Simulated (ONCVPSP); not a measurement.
## Which change was made? (V, ONCV)

V (Z = 23), optimised norm-conserving Vanderbilt (ONCV), made with ONCVPSP 4.0.1 (PBE, scalar-relativistic). Core [Ne], reference 3s2 3p6 3d3 4s2. Waves: 3s+4s: rc 1.55 bohr, ncon 5, nbas 9, qcut 7.2 1/bohr, 2 projectors; 3p: rc 1.05 bohr, ncon 5, nbas 8, qcut 6.7 1/bohr, 2 projectors, debl 1.5 Ha; 3d: rc 2.40 bohr, ncon 4, nbas 9, qcut 5.8 1/bohr, 2 projectors, debl 3.4 Ha. Local part: polynomial inside 0.75 bohr (lpopt 5, dvloc0 0 Ha). Core correction: Teter function, fcfact 2.75, rcfact 1.55.

In the p channel the program set the typed energies aside and used -1.618, 0.250 Ha.

Cutoffs, loose and tight: the cutoffs (Ha) at which the residual kinetic energy of the hardest occupied pseudo-wave falls to 1 and 0.1 mHa per electron. They do not see the model core or the augmentation charge, which bear on the density cutoff. Test errors are all-electron minus pseudo excitation energies from the reference, over the configurations 3s2 3p6 3d3 4s1; 3s2 3p6 3d3 4s0; 3s2 3p6 3d2 4s0; 3s2 3p6 3d4 4s1; variants that change the core or the reference have their own tests.

The base gives: outcome: generated, projector energies reset by the program; cutoff, loose: 71 Ha; cutoff, tight: 159 Ha; bound ghosts: none; GHOST(+) flags above zero: d; largest test error (meV): +302.

After one change the result is: outcome: generated, projector energies reset by the program; cutoff, loose: 71 Ha; cutoff, tight: 159 Ha; bound ghosts: d; GHOST(+) flags above zero: none; largest test error (meV): +257. Which change was it?
A. s: qcut 6.6; p: qcut 6.2; d: qcut 5.3
B. core [Ne] 3s2, valence charge 11; reference 3p6 3d3 4s1.5; waves now 4s: rc 2.30 bohr, ncon 4, nbas 7, qcut 2.3 1/bohr, 2 projectors, debl 3.3 Ha; 3p: rc 1.40 bohr, ncon 5, nbas 8, qcut 11.9 1/bohr, 3 projectors, debl 2.7 Ha; 3d: rc 1.25 bohr, ncon 5, nbas 9, qcut 10.9 1/bohr, local; local potential the d channel
C. d: nproj 3
D. p: qcut 4.1

C. The others give: s: qcut 6.6; p: qcut 6.2; d: qcut 5.3 → outcome: generated, projector energies reset by the program; cutoff, loose: 67 Ha; cutoff, tight: 157 Ha; bound ghosts: none; GHOST(+) flags above zero: s; largest test error (meV): +395 | p: qcut 4.1 → outcome: generated, projector energies reset by the program; cutoff, loose: 43 Ha; cutoff, tight: 92 Ha; bound ghosts: none; GHOST(+) flags above zero: d; largest test error (meV): +302 | core [Ne] 3s2, valence charge 11; reference 3p6 3d3 4s1.5; waves now 4s: rc 2.30 bohr, ncon 4, nbas 7, qcut 2.3 1/bohr, 2 projectors, debl 3.3 Ha; 3p: rc 1.40 bohr, ncon 5, nbas 8, qcut 11.9 1/bohr, 3 projectors, debl 2.7 Ha; 3d: rc 1.25 bohr, ncon 5, nbas 9, qcut 10.9 1/bohr, local; local potential the d channel → outcome: generated; cutoff, loose: 53 Ha; cutoff, tight: 76 Ha; bound ghosts: s; GHOST(+) flags above zero: s; largest test error (meV): -96.
